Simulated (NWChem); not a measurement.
System: C₂H₆FNSi; SMILES C/N=C\[SiH2]F

Excerpt of the output:

```
             Northwest Computational Chemistry Package (NWChem) 7.3.0
             --------------------------------------------------------

                             Geometry "geometry" -> ""
                             -------------------------

 Output coordinates in angstroms (scale by  1.889725989 to convert to a.u.)

  No.       Tag          Charge          X              Y              Z
 ---- ---------------- ---------- -------------- -------------- --------------
    1 C                    6.0000     0.59143000     2.27834500     0.08878800
    2 N                    7.0000    -0.73259600     1.68932700     0.15833800
    3 C                    6.0000    -0.85697400     0.42239800     0.08212600
    4 Si                  14.0000     0.46311100    -0.93544900    -0.12004800
    5 F                    9.0000    -0.37787200    -2.31782700    -0.14474000
    6 H                    1.0000     0.76622900     2.86213300     1.00018700
    7 H                    1.0000     1.42144900     1.55939000    -0.02914500
    8 H                    1.0000     0.62097300     2.98179600    -0.75162400
    9 H                    1.0000    -1.88776600     0.04449000     0.14177900
   10 H                    1.0000     1.41414100    -0.97864100     1.02121700
   11 H                    1.0000     1.21367400    -0.81349300    -1.39699400

 Effective nuclear repulsion energy (a.u.)     221.1594605444

  pbe96 is a nonlocal functional; adding pw91lda local functional.

                                 NWChem DFT Module
                                 -----------------

 Summary of "ao basis" -> "ao basis" (spherical)
 ------------------------------------------------------------------------------
       Tag                 Description            Shells   Functions and Types
 ---------------- ------------------------------  ------  ---------------------
 C                          def2-svp                 6       14   3s2p1d
 N                          def2-svp                 6       14   3s2p1d
 Si                         def2-svp                 8       18   4s3p1d
 F                          def2-svp                 6       14   3s2p1d
 H                          def2-svp                 3        5   2s1p

 in cosmo_initialize ...
 calling solv_data for solv:h2o

 solvent parameters
 solvname_short: h2o
 solvname_long:  water
 dielec:       78.4000
 dielecinf:     1.7769
 aqueous SMD model solvent descriptors
 dielec:       78.4000
 sola:          0.8200

          ---------------
          -cosmo- solvent
          ---------------
 Cosmo: York-Karplus, doi: 10.1021/jp992097l
 dielectric constant -eps-     =  78.40
 screen = (eps-1)/(eps    )    =   0.98724
 surface charge correction     = lagrangian

   van der Waals surface
 --------------------------

[...]

                                COSMO-SMD solvation results
                                ---------------------------

             internal energy in gas <Psi(g)|H|Psi(g)> =      -523.235572960269
         internal energy in solvent <Psi(s)|H|Psi(s)> =      -523.234635813663
                               delta internal energy  =         0.000937146607 (    0.59 kcal/mol)
   total free energy in solvent <Psi(s)|H+V/2|Psi(s)> =      -523.242288026161
 polarization energy contribution <Psi(s)|V/2|Psi(s)> =        -0.007652212499 (   -4.80 kcal/mol)
    total free energy in solvent including G(SMD-CDS) =      -523.238959940501
                       G(SMD-CDS) energy contribution =         0.003328085660 (    2.09 kcal/mol)
     1 M fixed-concentration free energy of solvation =        -0.003386980232 (   -2.13 kcal/mol)

                       DFT Final Molecular Orbital Analysis
                       ------------------------------------

 Vector   22  Occ=2.000000D+00  E=-3.040992D-01
              MO Center=  5.2D-01, -7.0D-01, -1.1D-01, r^2= 3.8D+00
   Bfn.  Coefficient  Atom+Function         Bfn.  Coefficient  Atom+Function
  ----- ------------  ---------------      ----- ------------  ---------------
    66      0.326739   5 F  pz               95      0.263432  10 H  s
   100     -0.263204  11 H  s                52      0.231045   4 Si pz
    69     -0.232096   5 F  pz               96      0.183171  10 H  s
   101     -0.183015  11 H  s                34      0.169447   3 C  pz
     6     -0.126874   1 C  pz               37      0.126374   3 C  pz

 Vector   23  Occ=2.000000D+00  E=-2.725159D-01
              MO Center= -1.2D-01,  9.4D-01,  5.6D-02, r^2= 3.6D+00
   Bfn.  Coefficient  Atom+Function         Bfn.  Coefficient  Atom+Function
  ----- ------------  ---------------      ----- ------------  ---------------
    20      0.348058   2 N  pz               34     -0.335648   3 C  pz
    23     -0.228824   2 N  pz               37     -0.223836   3 C  pz
     6      0.188894   1 C  pz               75      0.170595   6 H  s
    85     -0.170660   8 H  s                95      0.164232  10 H  s
   100     -0.164207  11 H  s                96      0.126615  10 H  s

 Vector   24  Occ=2.000000D+00  E=-2.040050D-01
              MO Center= -5.9D-01,  1.2D+00,  1.1D-01, r^2= 2.7D+00
   Bfn.  Coefficient  Atom+Function         Bfn.  Coefficient  Atom+Function
  ----- ------------  ---------------      ----- ------------  ---------------
    18      0.380995   2 N  px               21     -0.281548   2 N  px
    19     -0.268672   2 N  py               22      0.235409   2 N  py
    17      0.218079   2 N  s                90     -0.181743   9 H  s
     4      0.175615   1 C  px               16      0.169224   2 N  s
    81      0.157918   7 H  s                45      0.152721   4 Si s

 Vector   25  Occ=0.000000D+00  E=-7.112830D-02
              MO Center= -5.3D-01,  7.7D-01,  7.9D-02, r^2= 2.7D+00
   Bfn.  Coefficient  Atom+Function         Bfn.  Coefficient  Atom+Function
  ----- ------------  ---------------      ----- ------------  ---------------
    23     -0.465503   2 N  pz               20      0.442329   2 N  pz
    37      0.438940   3 C  pz               34      0.400546   3 C  pz
    55      0.299147   4 Si pz               96     -0.266293  10 H  s
   101      0.266431  11 H  s                76      0.128799   6 H  s
    86     -0.128751   8 H  s                75      0.106367   6 H  s

 Vector   26  Occ=0.000000D+00  E=-1.670281D-02
              MO Center=  5.8D-01, -5.4D-01, -1.0D-01, r^2= 3.9D+00
   Bfn.  Coefficient  Atom+Function         Bfn.  Coefficient  Atom+Function
  ----- ------------  ---------------      ----- ------------  ---------------
    54      0.810506   4 Si py                3     -0.425837   1 C  s
    81      0.394562   7 H  s                63      0.392173   5 F  s
    53      0.332368   4 Si px                7     -0.303882   1 C  px
    31     -0.262466   3 C  s                51      0.247388   4 Si py
    17     -0.225699   2 N  s                91      0.214057   9 H  s

 Vector   27  Occ=0.000000D+00  E= 4.509816D-02
              MO Center=  6.9D-01, -9.2D-01, -1.4D-01, r^2= 4.2D+00
   Bfn.  Coefficient  Atom+Function         Bfn.  Coefficient  Atom+Function
  ----- ------------  ---------------      ----- ------------  ---------------
    53      1.481259   4 Si px               96     -0.808880  10 H  s
   101     -0.809673  11 H  s                36     -0.691728   3 C  py
    31      0.609707   3 C  s                54     -0.454921   4 Si py
    17      0.448846   2 N  s                 3      0.388074   1 C  s
    45      0.325906   4 Si s                76     -0.264480   6 H  s

     Multipole analysis of the density
     ---------------------------------

     L   x y z        total         alpha         beta         nuclear
     -   - - -        -----         -----         ----         -------
     0   0 0 0     -0.000000    -24.000000    -24.000000     48.000000

     1   1 0 0      0.803395      0.486763      0.486763     -0.170132
     1   0 1 0      0.380192      0.446444      0.446444     -0.512696
     1   0 0 1     -0.042105      0.795368      0.795368     -1.632840

     2   2 0 0    -27.956765    -57.865734    -57.865734     87.774702
     2   1 1 0      2.629149     -3.815952     -3.815952     10.261053
     2   1 0 1      0.184244      2.709857      2.709857     -5.235471
     2   0 2 0    -30.448845   -254.361351   -254.361351    478.273857
     2   0 1 1     -0.426508    -15.578065    -15.578065     30.729621
     2   0 0 2    -27.646275    -23.169171    -23.169171     18.692067
```

Level: PBE/def2-SVP, SMD on the gas-phase geometry. Coordinates come from a B3LYP/6-31G* (spherical d) optimisation. Solvent: water.

Q: Reconstruct the input file.

A: One answer among several that fit: the input that was run:
```
start job
memory heap 200 mb stack 900 mb global 1100 mb
geometry units angstroms noautosym nocenter noautoz
  C      0.591430     2.278345     0.088788
  N     -0.732596     1.689327     0.158338
  C     -0.856974     0.422398     0.082126
  Si     0.463111    -0.935449    -0.120048
  F     -0.377872    -2.317827    -0.144740
  H      0.766229     2.862133     1.000187
  H      1.421449     1.559390    -0.029145
  H      0.620973     2.981796    -0.751624
  H     -1.887766     0.044490     0.141779
  H      1.414141    -0.978641     1.021217
  H      1.213674    -0.813493    -1.396994
end
basis spherical
  * library def2-svp
end
dft
  xc xpbe96 cpbe96
  iterations 150
end
cosmo
  do_cosmo_smd true
  solvent water
end
task dft energy
```
